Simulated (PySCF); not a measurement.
Sn(F)(Cl)2(NH2) (Cl₂FH₂NSn), SMILES [F][Sn]([Cl])([Cl])[NH2]. Heavy atoms are numbered as in [NH2:1][Sn:2]([F:3])([Cl:4])[Cl:5]. Hydrogens are named by the atom that carries them.

Coordinates come from a B3LYP-D3(BJ)/def2-SVP optimisation. The structure was generated by enumeration; whether it is a known compound was not checked. The def2 effective core potentials stand for the cores of Sn; spin–orbit coupling is left out. One conformer was computed; it need not be the lowest.

Method: PySCF with HF/def2-TZVP.

ESP charges are fitted to the potential on shells at 1.4 to 2.0 van der Waals radii. Atomic charges (e), one atom of each kind:

| atom | ESP fit | Mulliken |
|---|---|---|
| N1 (NH2) | -0.97 | -0.81 |
| Sn2 | 0.96 | 1.63 |
| F3 | -0.40 | -0.58 |
| Cl4 | -0.20 | -0.39 |
| H on N1 | 0.40 | 0.27 |
